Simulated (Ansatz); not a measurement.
Cost and result for the atomization energy of CH5NOSi (`N=C[SiH2]O`) (9 atoms, 8 bonds).

Z-matrix (Å, degrees):
```
Si
C 1 1.894
O 1 1.636 2 104.4
H 1 1.487 2 109.9 3 -120.4
H 1 1.487 2 109.9 3 120.4
N 2 1.271 1 114.1 3 0.0
H 2 1.099 1 123.7 3 -180.0
H 3 0.969 1 109.7 2 -0.0
H 6 1.021 2 113.0 1 180.0
```

Total charge 0; spin multiplicity 1. The structure was optimised at the PBE0-D4/def2-TZVP level. It is one conformer, not always the lowest. Program: Ansatz. All runs use 2 threads of an Arm Neoverse V2 on a shared host. Times are those of one run each, without the atoms' runs, and a repeat can differ threefold. Electronic energies, without spin–orbit coupling; frozen cores. CCSD(T)/CBS adds CCSD(T) − MP2 in def2-TZVPP to the MP2 limit, and its time is that of the two runs behind it. T1 = 0.012. HSE06 is the plane-wave form, built on full-range PBE exchange.

CCSD(T)/CBS is a level of theory with its own doubt, some kJ/mol a heavy atom from the limit and from the frozen cores, so smaller differences don't rank the functionals.

```json
{"level": "LDA (SPW92)/def2-TZVPP", "functions": "205", "wall time": "1.3 s"}
{"level": "BLYP-D4/def2-TZVPP", "functions": "205", "wall time": "2.3 s"}
{"level": "PBE-D4/def2-TZVPP (with forces)", "functions": "205", "wall time": "2.6 s"}
{"level": "CCSD(T)/def2-SVP", "functions": "85", "wall time": "3.1 s"}
{"level": "HSE06-D4/def2-TZVPP", "functions": "205", "wall time": "3.1 s"}
{"level": "BHLYP-D4/def2-TZVPP", "functions": "205", "wall time": "3.2 s"}
{"level": "r2SCAN-D4/def2-TZVPP (with forces)", "functions": "205", "wall time": "5.5 s"}
{"level": "B2PLYP/def2-TZVPP", "functions": "205", "wall time": "6 s"}
{"level": "PBE-QIDH/def2-TZVPP", "functions": "205", "wall time": "6 s"}
{"level": "ωB97M-V/def2-TZVPP (with forces)", "functions": "205", "wall time": "13 s"}
{"level": "MP2/def2-QZVPP", "functions": "391", "wall time": "21 s"}
{"level": "CCSD(T)/def2-TZVPP", "functions": "205", "wall time": "79 s"}
{"level": "CCSD(T)/CBS(def2)", "functions": "–", "wall time": "100 s"}
```

(1) What atomization energy does each give, and how far from CCSD(T)/CBS? (Estimate.)

Answers

(1) The calculation gave: 
| level | atomization (kcal/mol) | difference from CCSD(T)/CBS | per bond |
| --- | --- | --- | --- |
| LDA (SPW92)/def2-TZVPP | 903.0 | 113.8 | 14.2 |
| BLYP-D4/def2-TZVPP | 791.7 | 2.5 | 0.3 |
| PBE-D4/def2-TZVPP (with forces) | 802.1 | 12.9 | 1.6 |
| CCSD(T)/def2-SVP | 731.2 | -58.0 | -7.3 |
| HSE06-D4/def2-TZVPP | 783.4 | -5.8 | -0.7 |
| BHLYP-D4/def2-TZVPP | 760.3 | -28.9 | -3.6 |
| r2SCAN-D4/def2-TZVPP (with forces) | 785.1 | -4.1 | -0.5 |
| B2PLYP/def2-TZVPP | 779.9 | -9.3 | -1.2 |
| PBE-QIDH/def2-TZVPP | 775.5 | -13.7 | -1.7 |
| ωB97M-V/def2-TZVPP (with forces) | 790.8 | 1.6 | 0.2 |
| MP2/def2-QZVPP | 791.8 | 2.6 | 0.3 |
| CCSD(T)/def2-TZVPP | 764.6 | -24.6 | -3.1 |
| CCSD(T)/CBS(def2) | 789.2 | 0.0 | 0.0 |

From PBE to PBE0 (25 % exact exchange), in def2-TZVPP and without D4, the atomization energy moves by −18.7 kcal/mol: exact exchange takes away binding that semilocal exchange gives to molecules. Leaving LDA and LC-ωPBE aside and taking each functional with its dispersion term where it has one, the values spread over 41.8 kcal/mol, from BHLYP-D4 to PBE-D4. LDA lies +104.7 kcal/mol from PBE without D4, its usual overbinding. At CCSD(T), def2-SVP lies −58.0 kcal/mol from the extrapolated value and def2-TZVPP −24.6 kcal/mol: correlation converges slowly with the basis, and small sets miss more of it in the bonded molecule than in its fragments.
